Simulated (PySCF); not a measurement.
Cartesian coordinates in Å; atom numbers follow the order of the lines, from 1:
```xyz
25

C     5.0982    0.7068   -0.0611
C     3.7681    0.1276   -0.0962
C     2.6507   -0.3598   -0.1275
Si    0.9541   -1.0482   -0.1641
C    -0.2522    0.3562    0.2120
C    -1.7664    0.0698    0.2414
C    -2.2394   -0.4452   -1.1202
C    -2.4995    1.3758    0.5624
C    -2.0956   -0.9634    1.3218
H     5.8214    0.0101    0.3915
H     5.1095    1.6362    0.5296
H     5.4512    0.9479   -1.0761
H     0.7148   -1.6435   -1.5148
H     0.8679   -2.1493    0.8435
H    -0.0388    1.1436   -0.5335
H     0.0646    0.7788    1.1826
H    -3.3325   -0.5810   -1.1284
H    -1.9821    0.2627   -1.9244
H    -1.7827   -1.4154   -1.3712
H    -2.1795    1.7800    1.5360
H    -3.5896    1.2191    0.6035
H    -2.2970    2.1423   -0.2028
H    -1.6182   -1.9346    1.1178
H    -1.7536   -0.6250    2.3132
H    -3.1823   -1.1340    1.3807
```

Geometry: PBE0-D3(BJ)/def2-SVP; GIAO shifts from PySCF 2.14.0 with density-fitted response routines, gas phase, non-relativistic, averaged over equivalent atoms.

At KT2/pcSseg-1 (240 basis functions, 61 s wall time on 1 thread of an Arm Neoverse V2, shared host):
```
                              atoms  δ (ppm)
                                 C2    104.5
                                 C3     72.2
                           C7/C8/C9     33.9
                                 C6     33.5
                                 C5     31.7
                                 C1      6.9
                                Si4    -75.5
                            H13/H14     4.56
                        H10/H11/H12     2.03
H17/H18/H19/H20/H21/H22/H23/H24/H25     1.05
                            H15/H16     1.01
```

Scale: TMS for ¹³C (183.22 ppm), ²⁹Si (361.05 ppm), ¹H (31.18 ppm) (reference shieldings calculated alike).

Task: What do these become at PBE0/pcSseg-1?

Result: 
```
                              atoms  δ at PBE0/pcSseg-1  change
                                 C2               113.3    +8.8
                                 C3                81.6    +9.4
                           C7/C8/C9                33.7    -0.2
                                 C6                29.9    -3.6
                                 C5                30.0    -1.7
                                 C1                 6.0    -0.9
                                Si4               -71.6    +3.9
                            H13/H14                4.40   -0.16
                        H10/H11/H12                1.93   -0.10
H17/H18/H19/H20/H21/H22/H23/H24/H25                0.98   -0.07
                            H15/H16                0.84   -0.17
```

Scale: ¹³C (σ = 184.41 ppm) and ²⁹Si (σ = 351.99 ppm) and ¹H (σ = 31.27 ppm) against TMS (reference shieldings calculated alike).

The largest change is at C3 (alkyne carbon). Cost: 240 basis functions, 62 s wall time on 1 thread of an Arm Neoverse V2, shared host. The order of the carbon signals changes between the two levels.
